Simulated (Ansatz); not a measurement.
Stepwise reaction of `[F][Mo]([F])([F])([F])=[S]` with water, as a gas-phase model of exchange steps in deposition or etching. ΔE in kJ/mol.

Program: Ansatz. Geometries: PBE0-D4/def2-TZVP. ΔE: electronic, gas phase. CBS: MP2 limit from def2 TZ/QZ plus the TZ coupled-cluster correction, frozen cores. This one scheme is used for every species. Functionals use def2-TZVPP. B3LYP here is the variant with VWN-RPA as its local correlation; programs differ in this. Elements past krypton have def2 core potentials. For Mo outer-core shells are correlated without core-valence functions, which leaves a few kJ/mol of doubt a bond. One conformer a species, not always the lowest.

```csv
step,reaction,PBE-D4,B3LYP-D4,ωB97M-V,CCSD(T)/CBS
1,`[F][Mo]([F])([F])([F])=[S]` + H₂O → `[OH][Mo]([F])([F])([F])=[S]` + H–F,27.6,26.2,29.0,22.5
```

(1) Give the row of step 2, `[OH][Mo]([F])([F])([F])=[S]` + H₂O → `[OH][Mo]([OH])([F])([F])=[S]` + H–F. (An estimate is asked.)

(2) By hand: ΔE of the 2 steps together at CCSD(T)/CBS.

## Answers

(1) Computed: 
```json
{"step": "2", "reaction": "`[OH][Mo]([F])([F])([F])=[S]` + H₂O → `[OH][Mo]([OH])([F])([F])=[S]` + H–F", "PBE-D4": "27.1", "B3LYP-D4": "26.1", "ωB97M-V": "27.1", "CCSD(T)/CBS": "18.1"}
```

(2) (22.5) + (18.1) = 40.6 kJ/mol, or 20.3 kJ/mol a step.

In ΔE the steps differ by no more than 4.4 kJ/mol. All are uphill at CCSD(T)/CBS. PBE-D4 differs from CCSD(T)/CBS by 5.1 to 9.0 kJ/mol a step. Isolated molecules leave out the surface, adducts and barriers. Largest T1 diagnostic: 0.025.
